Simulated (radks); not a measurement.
Initial-state core-level shifts of neutral lutetium when its valence configuration changes from [Xe] 4f14 5d1 6s2. Method: scalar-relativistic Kohn-Sham, PBE, spin-unpolarised, spherical densities, finite nucleus; Fermi nuclear charge, rms radius 5.37 fm; computed with a radial shooting solver on a logarithmic mesh with Libxc functionals. Shifts are changes of the shell-averaged eigenvalues in eV (positive: less bound); the change of the density at the nucleus, which sets a Mossbauer isomer shift, is in e/bohr^3, on a base of 1.177e+06.

4f14 5d0.5 6s2 6p0.5: 1s -1.434; 3p -1.445; 4d -1.465; 5p -1.441; density at nucleus +8.2
4f13 5d2 6s2: 1s -7.521; 3p -9.011; 4d -8.120; 5p -3.203; density at nucleus +59.0
4f13.5 5d1 6s2 6p0.5: 1s -5.216; 3p -5.937; 4d -5.556; 5p -3.156; density at nucleus +37.9
4f14 5d1 6s1.5 6p0.5: 1s -0.747; 3p -0.736; 4d -0.738; 5p -0.742; density at nucleus -20.7
4f12 5d3 6s2: 1s -15.704; 3p -18.980; 4d -16.820; 5p -6.212; density at nucleus +123.2
4f14 5d2 6s1: 1s +0.857; 3p +0.902; 4d +0.930; 5p +0.905; density at nucleus -50.2
4f14 5d1.5 6s1.5: 1s +0.492; 3p +0.514; 4d +0.529; 5p +0.514; density at nucleus -26.1
4f11.5 5d3.5 6s2: 1s -20.037; 3p -24.309; 4d -21.367; 5p -7.670; density at nucleus +157.0
4f14 6s2 6p1: 1s -3.048; 3p -3.069; 4d -3.114; 5p -3.042; density at nucleus +17.8
